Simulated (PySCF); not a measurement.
Electron correlation in Re(3+) (rhenium, charge +3)

[Xe] 4f14 5d4, high-spin 5D determinant. Computed with PySCF 2.14 in def2-QZVPPD with the def2 core potential (60 electrons), with a scalar-relativistic core potential. Frozen: nothing; 12 electrons correlated.

MP2 pair energies summed by pair of shells (mhartree):

```tsv
pair	energy	share (%)
5p-5d	-120.37	41.9
5p-5p	-84.60	29.5
5d-5d	-32.78	11.4
5s-5p	-29.66	10.3
5s-5d	-14.81	5.2
5s-5s	-4.96	1.7
```

Total MP2 correlation energy: -287.19 mhartree.

Same-spin part -91.24 and opposite-spin part -195.95 mhartree; SCS-MP2 scales them by 1/3 and 6/5 to -265.55 mhartree.

The basis has no tight functions for the innermost shells, so their pair energies are far from complete.

This basis was not built for core-valence correlation, so the inner-shell part is incomplete.
